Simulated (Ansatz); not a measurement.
## What a proton shuttle does

Si₂H₃ClF₂ ([F][Si]([F])([SiH3])[Cl]) + NH₃ → SiNH₂ClF₂ ([NH2][Si]([F])([F])[Cl]) + SiH₄ (links in brackets), a four-centre ligand exchange, has a barrier of 48.11 kcal/mol above its start structure and a step energy of -13.99 kcal/mol. One H₂O is now added to the ring of the saddle, taking the hydrogen and handing on one of its own. Gas-phase electronic energies, without zero-point energy, by CCSD(T) at an estimated basis limit (MP2 extrapolated from triple and quadruple zeta, plus CCSD(T) − MP2 in triple zeta); Ansatz 0.2.0, def2-TZVPP and QZVPP, frozen cores, on PBE0-D4/def2-TZVP structures. Extrapolation: Hartree–Fock as exp(−7.88 √X), correlation as X^−2.97. Each barrier counts from its own start structure, which holds all the molecules, is reached by relaxing down from the saddle and may not be the deepest complex; no counterpoise correction.

Problem. What are the barrier and the step energy with the shuttle? (To be estimated.)

Solution. The calculation gives: Barrier 55.23 kcal/mol, 7.12 kcal/mol higher than without; step energy -12.57 kcal/mol, both from the start structure. Counted from all the molecules apart, the saddle lies at 42.65 kcal/mol with the shuttle and at 41.95 kcal/mol without; the start well goes from -6.16 to -12.58 kcal/mol. At the saddle the angle at each passing proton is N–H···Si 156° without the shuttle, against N–H···O 152° and O–H···Si 155° with it. Bringing in the extra molecule costs entropy, which these electronic energies leave out.

The T1 diagnostic stays at or below 0.013.

For scale, one of the runs: CCSD(T)/def2-TZVPP, 362 basis functions, launched by `ansatz run in.yaml --threads 4 --pin off --events-out ev --progress --plain --max-ram 46080MiB --backend cuda --devices 0, --max-vram 37GiB`. The run took 11 s on 4 CPU threads of an AMD EPYC 7R13 and a share of one NVIDIA H100 (shared host), with 0.9 GiB of host memory at its peak.
